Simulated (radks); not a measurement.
Results of a calculation; reference values are marked as such.
Spherical quantum dot in the effective-mass picture: electrons in a hard-walled sphere of radius 2.62, with a point charge +2 (a donor) at the centre, all in effective atomic units (hartree* = m*/eps^2 hartree, bohr* = eps/m* bohr), one dielectric constant everywhere. Level of theory: non-relativistic Kohn-Sham, PBEsol, spin-polarised, spherical densities (a radial shooting solver with Libxc functionals). Levels are named by radial order and angular momentum (1s, 1p, 1d, 2s, ...), and open shells are averaged over m.

N = 30, configuration 1s2 1p6 1d10 2s2 1f(up 7, down 3). This is the lowest configuration that the search found. Occupied and some empty levels:

| level | occupation | eigenvalue (hartree*) | <r> (bohr*) |
|---|---|---|---|
| 1s up | 1 | 14.351 | 1.560 |
| 1s down | 1 | 14.398 | 1.540 |
| 1p up | 3 | 14.860 | 1.793 |
| 1p down | 3 | 14.920 | 1.788 |
| 1d up | 5 | 15.554 | 1.871 |
| 1d down | 5 | 15.618 | 1.869 |
| 2s up | 1 | 15.820 | 1.019 |
| 2s down | 1 | 15.839 | 1.034 |
| 1f up | 7 | 16.477 | 1.928 |
| 1f down | 3 | 16.544 | 1.926 |
| 1g up | 0 | 17.616 | 1.973 |
| 1g down | 0 | 17.684 | 1.973 |
| 2p up | 0 | 17.950 | 1.316 |
| 2p down | 0 | 17.977 | 1.316 |
| 2d up | 0 | 19.624 | 1.474 |
| 2d down | 0 | 19.660 | 1.472 |

Energy (hartree*): total 250.171, kinetic 83.139, external -39.321, Hartree 226.64, exchange-correlation -20.283.
